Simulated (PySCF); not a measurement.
# Radial density of Ho³⁶⁺ (holmium, charge +36)

UHF, [Ar] 3d10 4s2 4p1, 2P determinant. Calculation: PySCF 2.14, in an uncontracted even-tempered set (19 s from 3.2 bohr⁻², ratio 2.5; 14 p from 4.1 bohr⁻², ratio 2.5; 8 d from 7.3 bohr⁻², ratio 2.5; 4 f from 21 bohr⁻², ratio 2.7; 4 g from 32 bohr⁻², ratio 2.7); scalar relativity by spin-free X2C-1e.

| r (bohr) | 4πr²ρ (e/bohr) | 4πr²(ρα − ρβ) |
| --- | --- | --- |
| 0.0202 | 83.60 | 0.2151 |
| 0.0340 | 82.75 | 0.5208 |
| 0.0573 | 116.7 | 0.4547 |
| 0.0963 | 93.38 | 0.0215 |
| 0.162 | 97.36 | 1.1863 |
| 0.272 | 56.43 | 0.0057 |
| 0.458 | 12.31 | 2.9704 |
| 0.771 | 1.138 | 0.4537 |
| 1.30 | 0.001779 | 0.0004 |

Densities and radii are taken from the X2C orbitals without a picture-change correction, which distorts them close to the nucleus.

Spin-orbit coupling, absent here, splits the open shell strongly.
